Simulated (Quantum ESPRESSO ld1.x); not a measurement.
Task: Species: Er I. Configuration: [Xe] 4f12 6s2. All-electron calculation, scalar-relativistic Kohn-Sham, revPBE, spin-unpolarised, spherical densities, point nucleus. Program: ld1.x of Quantum ESPRESSO 7.5. Some entries of the table are withheld. Estimate them.

orbital,occ.,eigenvalue (eV),r(max) (bohr)
1s,2,-57378.7,0.013
2s,2,(1),0.073
2p,6,-8524.31,(2)
3s,2,-2159.84,0.208
3p,6,-1820.73,0.204
3d,10,-1396.79,(3)
4s,2,-426.063,0.473
4p,6,-314.578,0.497
4d,10,-165.347,0.513
5s,2,-51.8566,1.11
5p,6,(4),(5)
6s,2,-3.7784,3.42
4f,12,-3.1086,0.509

Result: 
(1) 2s eigenvalue (eV): -9639.35
(2) 2p r(max) (bohr): 0.060
(3) 3d r(max) (bohr): 0.166
(4) 5p eigenvalue (eV): -26.3770
(5) 5p r(max) (bohr): 1.28
